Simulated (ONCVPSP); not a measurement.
**Which setting gave this result? (zirconium (Zr), ONCV)**

Base potential:

zirconium, optimised norm-conserving Vanderbilt (ONCV), made with ONCVPSP 4.0.1 (PBE, fully relativistic). Core [Ar] 3d10, reference 4s2 4p6 4d2 5s1.5 (charge +0.5). Waves: 4s+5s: rc 2.35 bohr, ncon 3, nbas 6, qcut 6.1 1/bohr, 2 projectors; 4p: rc 1.35 bohr, ncon 5, nbas 9, qcut 6.7 1/bohr, 2 projectors, debl 1.5 Ha; 4d: rc 3.10 bohr, ncon 3, nbas 7, qcut 4.9 1/bohr, 2 projectors, debl 1.8 Ha. Local part: polynomial inside 1.25 bohr (lpopt 5, dvloc0 3 Ha). Core correction: Teter function, fcfact 4.25, rcfact 1.1.

Open shells are filled in proportion to 2j + 1.

Cutoffs, loose and tight: the cutoffs (Ha) at which the residual kinetic energy of the hardest occupied pseudo-wave falls to 1 and 0.1 mHa per electron. They do not see the model core or the augmentation charge, which bear on the density cutoff. Test errors are all-electron minus pseudo excitation energies from the reference, over the configurations 4s2 4p6 4d2 5s2; 4s2 4p6 4d2 5s1; 4s2 4p6 4d2 5s0; 4s2 4p6 4d1 5s2; variants that change the core or the reference have their own tests.

Only the scale of all radii but the core radius (base = 1) is moved:

```
scale of all radii but the core radius (base = 1)  cutoff, loose  cutoff, tight  bound ghosts  largest test error (meV)
                                             0.78         203 Ha         237 Ha    p3/2, p1/2                       +19
                                             0.91          28 Ha          90 Ha          none                       +40
                                             1.02          27 Ha         116 Ha          none                       +63
                                              1.1          23 Ha         100 Ha    d5/2, d3/2                       +77
                                             1.32          17 Ha          22 Ha          none                      +138
```

Question: One more run gave cutoff, loose: 20 Ha; cutoff, tight: 62 Ha; bound ghosts: none; largest test error (meV): +99. Which value of the scale of all radii but the core radius (base = 1) was used?

Answer: 1.19. The loose cutoff moves one way along this sweep, from 203 Ha at 0.78 to 17 Ha at 1.32, which places the run between 1.1 and 1.32.
